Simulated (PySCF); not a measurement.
## Structure from 2D NMR

Compound of formula C3H11FN2Si2. Correlations simulated from computed shifts and the bond graph:

HSQC (one-bond C–H):
```tsv
δH	δC
6.51	140.4
4.47	101.7
3.76	43.2
```

COSY cross peaks (H two or three bonds apart, from the bond graph; peaks can be absent where the dihedral angle is near 90°):
```tsv
δH	δH
6.51	4.47
4.47	3.76
```

HMBC (two and three bonds, from the bond graph):
```tsv
δH	δC
6.51	101.7, 43.2
5.15	140.4
4.78	140.4
4.47	140.4, 43.2
3.76	140.4, 101.7
```

Calculated, not measured (PySCF 2.14): NMR shieldings at PBE0/pcSseg-1/GIAO, GFN2-xTB structure. Relativity neglected, single conformer, isolated molecule, equivalent nuclei averaged.

Referencing at the same level of theory: ¹H (σ = 31.72 ppm) and ¹³C (σ = 186.93 ppm) against TMS.

Exchangeable hydrogens are left out of these lists.

Which molecule is this?

## Answers

SMILES NC/C=C\N([SiH3])[SiH2]F.

Structure with atom numbers: `[NH2:1][CH2:2]/[CH:3]=[CH:4]\[N:5]([SiH3:6])[SiH2:7][F:8]` (H(Xn): hydrogen on atom n).

δC 140.4 is C4, an alkene carbon bearing nitrogen (δH 6.51). δC 101.7 is C3, a β carbon of an enol-ether or enamine type C=C (δH 4.47). δC 43.2 is C2, an allylic sp3 CH2 bonded to N (δH 3.76). COSY links 6.51–4.47, 4.47–3.76.

The data come from this structure; uniqueness wasn't tested.

The OH or NH signal is concentration- and solvent-dependent in practice; the value given is the gas-phase one. Shifts are as computed. Against solution values, carbons near 30 ppm lie about +3 ppm off and those near 130 ppm about +5 ppm. Of 1211 compounds with measured shifts, 218 miss one by over three times the rms of a fit or turn the order of signals round; such compounds aren't used in these exercises.
